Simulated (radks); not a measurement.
The numbers below are computed, except where a source is named.
The mean radii <r> (bohr) of the occupied orbitals of an atom or ion are listed with their occupations. Code: a radial shooting solver on a logarithmic mesh with Libxc functionals. Model: Dirac Kohn-Sham, BP86, spin-unpolarised, spherical densities, finite nucleus; Fermi nuclear charge, rms radius of each element as measured or else 0.836 A^(1/3) + 0.57 fm.

orbital  occ.      <r>
1s1/2       2  0.02074
2s1/2       2  0.08754
2p1/2       2  0.07290
2p3/2       4  0.08007
3s1/2       2   0.2294
3p1/2       2   0.2191
3p3/2       4   0.2327
3d3/2       4   0.2054
3d5/2       6   0.2096
4s1/2       2   0.5176
4p1/2       2   0.5270
4p3/2       4   0.5575
4d3/2       4   0.5858
4d5/2       6   0.5965
5s1/2       2    1.225
5p1/2       2    1.346
5p3/2       4    1.428
4f5/2       6   0.7401
4f7/2       3   0.7495

Name the element and its charge. Open shells, if any, fill j = l - 1/2 first.

Answer. Z = 67, holmium, charge +4: Ho4+ in [Xe] 4f9. The 1s radius gives Z: for a bare nucleus <r> = (2 gamma + 1)/(2Z) with gamma = sqrt(1 - (Z/c)^2), 0.02048 bohr for Z = 67, and screening makes it slightly larger (0.02074 here). The occupations add up to 63, and the charge is Z minus that.
